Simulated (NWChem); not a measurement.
Species: ZrO2 cation, doublet; SMILES of the neutral closed-shell parent [O]=[Zr]=[O]

```xyz
3

Zr     0.0000     0.0000     0.3827
O      1.2814     0.0000    -0.8453
O     -1.2814     0.0000    -0.8453
```
Atoms are numbered in this order, from 1.

This is a stationary point of PBE0/def2-SVP with def2 effective core potentials on Zr, spin-unrestricted (NWChem), point group C2v. This spin state was assumed; another may lie lower. def2 effective core potentials on Zr; no spin-orbit coupling.

**Question.** Is it a minimum? If not, what does it relax to?

**Answer.** No. It has an imaginary frequency of 352i cm⁻¹. Following that mode (on a finer grid) lowers the energy by 0.3 kcal/mol and ends, with real frequencies alone, at point group Cs:
```xyz
3

Zr    -0.1853     0.0000     0.3323
O      1.1735     0.0000    -0.7123
O     -1.4531     0.0000    -1.0233
```
